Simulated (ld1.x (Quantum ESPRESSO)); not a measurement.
**Ga (Z = 31): TM pseudisation with LDA (PZ), fully relativistic reference atom.**

The input file (ld1.x (Quantum ESPRESSO) 7.5):

```
&input
   title='Ga', zed=31., rel=2, dft='PZ', iswitch=3,
   config='[Ar] 3d10 4s2 4p1', rel_dist='average',
   nld=5, rlderiv=3.05, eminld=-3.0, emaxld=5.0, deld=0.02
 /
 &inputp
   pseudotype=2, tm=.true., lloc=2,
   nlcc=.true., rcore=0.60,
   file_pseudopw='Ga.UPF', file_wfcaegen='ae.wfc', file_wfcncgen='nc.wfc', file_beta='beta', file_chi='chi'
 /
3
4S  1  0   2.00   0.00  1.80  1.80  0.0
4P  2  1   1.00   0.00  2.80  2.80  0.0
3D  3  2  10.00   0.00  1.25  1.25  0.0
 &test
   configts(1)='3d10 4s2 4p1'
 /
```

Command:

```bash
ld1.x < Ga.in > Ga.out
```

The program printed (shortened: banner, matrices, multipoles, cross overlaps and the repeated all-electron block are left out):

```
Program LD1 v.7.5
     --------------------------- All-electron run ----------------------------

     Ga
     dirac relativistic calculation

     atomic number is 31.00
     dft =PZ   lsd =0 sic =0 latt =0  beta=0.20 tr2=1.0E-14
     Exchange-correlation= PZ
                           (   1   1   0   0   0   0   0)
     mesh =1205 r(mesh) = 101.09016 a.u. xmin = -7.00 dx = 0.01250
     1 Ry =  13.60569312 eV, c = 137.03599908

     n l j   nl                  e(Ry)          e(Ha)          e(eV)
     Spin orbit split results
     1 0 0.5 1S 1( 2.00)      -750.2589      -375.1294    -10207.7918
     2 0 0.5 2S 1( 2.00)       -92.5777       -46.2888     -1259.5836
     2 1 0.5 2P 1( 2.00)       -82.0483       -41.0241     -1116.3240
     2 1 1.5 2P 1( 4.00)       -80.0201       -40.0101     -1088.7291
     3 0 0.5 3S 1( 2.00)       -10.8325        -5.4163      -147.3841
     3 1 0.5 3P 1( 2.00)        -7.4290        -3.7145      -101.0769
     3 1 1.5 3P 1( 4.00)        -7.1615        -3.5807       -97.4368
     3 2 1.5 3D 1( 4.00)        -1.4461        -0.7230       -19.6750
     3 2 2.5 3D 1( 6.00)        -1.4120        -0.7060       -19.2118
     4 0 0.5 4S 1( 2.00)        -0.6742        -0.3371        -9.1731
     4 1 0.5 4P 1( 0.33)        -0.2073        -0.1036        -2.8204
     4 1 1.5 4P 1( 0.67)        -0.1983        -0.0992        -2.6985
     Averaged results
     1 0     1S 1( 2.00)      -750.2589      -375.1294    -10207.7918
     2 0     2S 1( 2.00)       -92.5777       -46.2888     -1259.5836
     2 1     2P 1( 6.00)       -80.6962       -40.3481     -1097.9274
     3 0     3S 1( 2.00)       -10.8325        -5.4163      -147.3841
     3 1     3P 1( 6.00)        -7.2507        -3.6253       -98.6502
     3 2     3D 1(10.00)        -1.4257        -0.7128       -19.3970
     4 0     4S 1( 2.00)        -0.6742        -0.3371        -9.1731
     4 1     4P 1( 1.00)        -0.2013        -0.1007        -2.7391

     final scf error:  5.8E-15 reached in  26 iterations

     Etot =   -3882.398150 Ry,   -1941.199075 Ha,  -52822.717811 eV

     Ekin =    3957.995042 Ry,    1978.997521 Ha,   53851.265918 eV
     Encl =   -9373.786805 Ry,   -4686.893403 Ha, -127536.866670 eV
     Eh   =    1678.729257 Ry,     839.364628 Ha,   22840.275104 eV
     Exc  =    -145.335643 Ry,     -72.667822 Ha,   -1977.392162 eV

     normalization and overlap integrals

     s(1S/1S) =  1.000000  <r> =   0.0487  <r2> =    0.0032  r(max) =   0.0319
     s(2S/2S) =  1.000000  <r> =   0.2180  <r2> =    0.0561  r(max) =   0.1833
     s(2P/2P) =  1.000000  <r> =   0.1885  <r2> =    0.0436  r(max) =   0.1446
     s(2P/2P) =  1.000000  <r> =   0.1920  <r2> =    0.0452  r(max) =   0.1482
     s(3S/3S) =  1.000000  <r> =   0.6530  <r2> =    0.4928  r(max) =   0.5647
     s(3P/3P) =  1.000000  <r> =   0.6726  <r2> =    0.5343  r(max) =   0.5647
     s(3P/3P) =  1.000000  <r> =   0.6835  <r2> =    0.5518  r(max) =   0.5718
     s(3D/3D) =  1.000000  <r> =   0.8074  <r2> =    0.8561  r(max) =   0.5305
     s(3D/3D) =  1.000000  <r> =   0.8139  <r2> =    0.8707  r(max) =   0.5305
     s(4S/4S) =  1.000000  <r> =   2.3306  <r2> =    6.3266  r(max) =   1.8748
     s(4P/4P) =  1.000000  <r> =   3.3286  <r2> =   13.3733  r(max) =   2.4993
     s(4P/4P) =  1.000000  <r> =   3.3961  <r2> =   13.9209  r(max) =   2.5307

     ------------------------ End of All-electron run ------------------------

     --------------------- Generating NC pseudopotential ---------------------

      Generating local pot.: lloc=2, j= 1.50, matching radius rcloc =   1.2500

      Generating local pot.: lloc=2, j= 2.50, matching radius rcloc =   1.2500

      Computing core charge for nlcc:

       r > 0.60 : true rho core
       r < 0.60 : rho core = a sin(br)/r    a=  28.75  b=   3.65

      Integrated core pseudo-charge :   9.07

     Fully relativistic calculation: |psi|^2

     Wfc 4S LC norm =  0.99994795 SC norm =  0.00005095 missing  0.00000110

     Wfc 4P LC norm =  0.99997452 SC norm =  0.00002537 missing  0.00000011

     Wfc 4P LC norm =  0.99997552 SC norm =  0.00002165 missing  0.00000284

      Wfc   4S  rcut= 1.806  Using Troullier-Martins method

      Wfc   4P  rcut= 2.832  Using Troullier-Martins method

      Wfc   4P  rcut= 2.832  Using Troullier-Martins method

     ------------------- End of pseudopotential generation -------------------

     Computing logarithmic derivative in   3.03370
     Computing logarithmic derivative in   3.03370
     Computing the partial wave expansion
     R is outside the sphere for l=    0 j= 0.50
     R is outside the sphere for l=    1 j= 0.50
     R is outside the sphere for l=    1 j= 1.50
       no projector for channel:   2
       no projector for channel:   2

     ---------------------- Testing the pseudopotential ----------------------

     Ga
     dirac relativistic calculation

     atomic number is 31.00   valence charge is 13.00
     dft =PZ   lsd =0 sic =0 latt =0  beta=0.20 tr2=1.0E-14
     mesh =1205 r(mesh) = 101.09016 xmin = -7.00 dx = 0.01250

     n l  j  nl             e AE (Ry)       e PS (Ry)    De AE-PS (Ry)
     3 2 1.5 3D   1( 4.00)       -1.44608       -1.42560       -0.02049  !
     3 2 2.5 3D   1( 6.00)       -1.41204       -1.42560        0.01356  !
     1 0 0.5 4S   1( 2.00)       -0.67421       -0.67421        0.00000
     2 1 0.5 4P   1( 0.33)       -0.20729       -0.20729       -0.00000
     2 1 1.5 4P   1( 0.67)       -0.19833       -0.19833        0.00000

     eps = 6.5E-15  iter = 21

     Etot =   -3882.398150 Ry,   -1941.199075 Ha,  -52822.717811 eV
     Etotps =  -171.681181 Ry,     -85.840591 Ha,   -2335.841464 eV

     Ekin =     196.785683 Ry,      98.392841 Ha,    2677.405612 eV
     Encl =    -461.707308 Ry,    -230.853654 Ha,   -6281.847942 eV
     Ehrt =     139.531427 Ry,      69.765713 Ha,    1898.421770 eV
     Ecxc =     -47.897805 Ry,     -23.948903 Ha,    -651.682836 eV
     (Ecc =     -19.639108 Ry,      -9.819554 Ha,    -267.203671 eV)
     Epseu=       1.606822 Ry,       0.803411 Ha,      21.861932 eV

     ---------------------- End of pseudopotential test ----------------------
```

Note: ghost states, extra bound levels that the all-electron valence spectrum of the same l lacks: s at -341.6 eV, p3/2 at -120.8 eV, p1/2 at -114.8 eV. A true bound ghost makes a file unfit for plane-wave use. The potential misses its own reference levels by up to 0.3 eV.

Generation and configuration tests took about 3.7 s on one core of a shared server CPU.

Transferability test of the new file with ld1.x, input:

```
&input
   title='Ga', zed=31., rel=2, dft='PZ', iswitch=2,
   config='[Ar] 3d10 4s2 4p1', rel_dist='average'
 /
 &test
   file_pseudo='Ga.UPF', nconf=8,
   configts(1)='3d10 4s2 4p1',
   configts(2)='3d10 4s2 4p0',
   configts(3)='3d10 4s1 4p0',
   configts(4)='3d10 4s0 4p0',
   configts(5)='3d10 4s1 4p2',
   configts(6)='3d10 4s0 4p3',
   configts(7)='3d9 4s2 4p1',
   configts(8)='3d10 4s1 4p1'
 /
```

```bash
ld1.x < Ga.test.in > Ga.test.out
```

Pseudopotential blocks of its output, shortened (energy terms left out; the distinct warnings before each block abridged to one line each):

```
     ---------------------- Testing the pseudopotential ----------------------

     n l  j  nl             e AE (Ry)       e PS (Ry)    De AE-PS (Ry)
     3 2 1.5 3D   1( 4.00)       -1.44608       -1.42560       -0.02049  !
     3 2 2.5 3D   1( 6.00)       -1.41204       -1.42560        0.01356  !
     1 0 0.5 4S   1( 2.00)       -0.67421       -0.67421        0.00000
     2 1 0.5 4P   1( 0.33)       -0.20729       -0.20729       -0.00000
     2 1 1.5 4P   1( 0.67)       -0.19833       -0.19833        0.00000

     eps = 4.7E-15  iter = 21

     Etot =   -3882.398150 Ry,   -1941.199075 Ha,  -52822.717811 eV
     Etotps =  -171.681181 Ry,     -85.840591 Ha,   -2335.841469 eV

     ---------------------- End of pseudopotential test ----------------------

          ---------------------- Testing the pseudopotential ----------------------

     n l  j  nl             e AE (Ry)       e PS (Ry)    De AE-PS (Ry)
     3 2 1.5 3D   1( 4.00)       -2.05994       -2.03718       -0.02276  !
     3 2 2.5 3D   1( 6.00)       -2.02583       -2.03718        0.01135  !
     1 0 0.5 4S   1( 2.00)       -1.22428       -1.22466        0.00038
     2 1 0.5 4P   1( 0.00)       -0.69279       -0.69316        0.00038
     2 1 1.5 4P   1( 0.00)       -0.67960       -0.67997        0.00037

     eps = 3.3E-16  iter = 17

     Etot =   -3881.965235 Ry,   -1940.982617 Ha,  -52816.827701 eV
     Etotps =  -171.248170 Ry,     -85.624085 Ha,   -2329.950042 eV
     dEtot_ae =       0.432915 Ry
     dEtot_ps =       0.433012 Ry,   Delta E=      -0.000097 Ry

     ---------------------- End of pseudopotential test ----------------------

          ---------------------- Testing the pseudopotential ----------------------

     n l  j  nl             e AE (Ry)       e PS (Ry)    De AE-PS (Ry)
     3 2 1.5 3D   1( 4.00)       -2.94083       -2.91230       -0.02853  !
     3 2 2.5 3D   1( 6.00)       -2.90644       -2.91230        0.00585  !
     1 0 0.5 4S   1( 1.00)       -1.94584       -1.94759        0.00175
     2 1 0.5 4P   1( 0.00)       -1.33816       -1.34080        0.00264
     2 1 1.5 4P   1( 0.00)       -1.31972       -1.32235        0.00263

     eps = 1.3E-15  iter = 27

     Etot =   -3880.384794 Ry,   -1940.192397 Ha,  -52795.324703 eV
     Etotps =  -169.666828 Ry,     -84.833414 Ha,   -2308.434790 eV
     dEtot_ae =       2.013356 Ry
     dEtot_ps =       2.014354 Ry,   Delta E=      -0.000997 Ry

     ---------------------- End of pseudopotential test ----------------------

          Warning: n=2, l=1 expected 0 nodes, found 1
     ---------------------- Testing the pseudopotential ----------------------

     n l  j  nl             e AE (Ry)       e PS (Ry)    De AE-PS (Ry)
     3 2 1.5 3D   1( 4.00)       -3.90436       -3.87194       -0.03241  !
     3 2 2.5 3D   1( 6.00)       -3.86959       -3.87194        0.00235
     1 0 0.5 4S   1( 0.00)       -2.69761       -2.70473        0.00712  !
     2 1 0.5 4P   1( 0.00)       -2.01348       -2.01348        0.00000
     2 1 1.5 4P   1( 0.00)       -1.98909       -1.98909        0.00000

     eps = 5.5E-15  iter = 17

     Etot =   -3878.062223 Ry,   -1939.031112 Ha,  -52763.724524 eV
     Etotps =  -167.340455 Ry,     -83.670227 Ha,   -2276.782876 eV
     dEtot_ae =       4.335927 Ry
     dEtot_ps =       4.340727 Ry,   Delta E=      -0.004800 Ry

     ---------------------- End of pseudopotential test ----------------------

          ---------------------- Testing the pseudopotential ----------------------

     n l  j  nl             e AE (Ry)       e PS (Ry)    De AE-PS (Ry)
     3 2 1.5 3D   1( 4.00)       -1.58316       -1.55992       -0.02324  !
     3 2 2.5 3D   1( 6.00)       -1.54900       -1.55992        0.01092  !
     1 0 0.5 4S   1( 1.00)       -0.75545       -0.75501       -0.00044
     2 1 0.5 4P   1( 0.67)       -0.26419       -0.26414       -0.00004
     2 1 1.5 4P   1( 1.33)       -0.25384       -0.25379       -0.00005

     eps = 2.8E-15  iter = 25

     Etot =   -3881.912294 Ry,   -1940.956147 Ha,  -52816.107402 eV
     Etotps =  -171.195512 Ry,     -85.597756 Ha,   -2329.233597 eV
     dEtot_ae =       0.485856 Ry
     dEtot_ps =       0.485670 Ry,   Delta E=       0.000186 Ry

     ---------------------- End of pseudopotential test ----------------------

          ---------------------- Testing the pseudopotential ----------------------

     n l  j  nl             e AE (Ry)       e PS (Ry)    De AE-PS (Ry)
     3 2 1.5 3D   1( 4.00)       -1.70608       -1.68015       -0.02592  !
     3 2 2.5 3D   1( 6.00)       -1.67181       -1.68015        0.00834  !
     1 0 0.5 4S   1( 0.00)       -0.82514       -0.82406       -0.00109
     2 1 0.5 4P   1( 1.00)       -0.31294       -0.31276       -0.00018
     2 1 1.5 4P   1( 2.00)       -0.30135       -0.30115       -0.00020

     eps = 3.0E-15  iter = 33

     Etot =   -3881.402998 Ry,   -1940.701499 Ha,  -52809.178071 eV
     Etotps =  -170.686848 Ry,     -85.343424 Ha,   -2322.312870 eV
     dEtot_ae =       0.995152 Ry
     dEtot_ps =       0.994334 Ry,   Delta E=       0.000819 Ry

     ---------------------- End of pseudopotential test ----------------------

          Warning: convergence not achieved
     Warning: n=1, l=0 expected 0 nodes, found 2
     Warning: n=3, l=2 expected 0 nodes, found 1
     ---------------------- Testing the pseudopotential ----------------------

     n l  j  nl             e AE (Ry)       e PS (Ry)    De AE-PS (Ry)
     3 2 1.5 3D   1( 3.60)       -2.75573       -0.00000       -2.75573  !
     3 2 2.5 3D   1( 5.40)       -2.71909       -0.00000       -2.71909  !
     1 0 0.5 4S   1( 2.00)       -1.44015       -0.00000       -1.44015  !
     2 1 0.5 4P   1( 0.33)       -0.84446       -0.00000       -0.84446  !
     2 1 1.5 4P   1( 0.67)       -0.82749       -0.00000       -0.82749  !

     eps = 3.4E-02  iter =201

     Etot =   -3880.342775 Ry,   -1940.171388 Ha,  -52794.753015 eV
     Etotps =   -50.958169 Ry,     -25.479085 Ha,    -693.321214 eV
     dEtot_ae =       2.055375 Ry
     dEtot_ps =     120.723012 Ry,   Delta E=    -118.667638 Ry

     ---------------------- End of pseudopotential test ----------------------

          ---------------------- Testing the pseudopotential ----------------------

     n l  j  nl             e AE (Ry)       e PS (Ry)    De AE-PS (Ry)
     3 2 1.5 3D   1( 4.00)       -2.19253       -2.16689       -0.02565  !
     3 2 2.5 3D   1( 6.00)       -2.15831       -2.16689        0.00858  !
     1 0 0.5 4S   1( 1.00)       -1.30467       -1.30442       -0.00025
     2 1 0.5 4P   1( 0.33)       -0.75911       -0.75939        0.00027
     2 1 1.5 4P   1( 0.67)       -0.74508       -0.74534        0.00026

     eps = 1.0E-14  iter = 20

     Etot =   -3881.417854 Ry,   -1940.708927 Ha,  -52809.380201 eV
     Etotps =  -170.701045 Ry,     -85.350522 Ha,   -2322.506029 eV
     dEtot_ae =       0.980296 Ry
     dEtot_ps =       0.980137 Ry,   Delta E=       0.000159 Ry

     ---------------------- End of pseudopotential test ----------------------
```
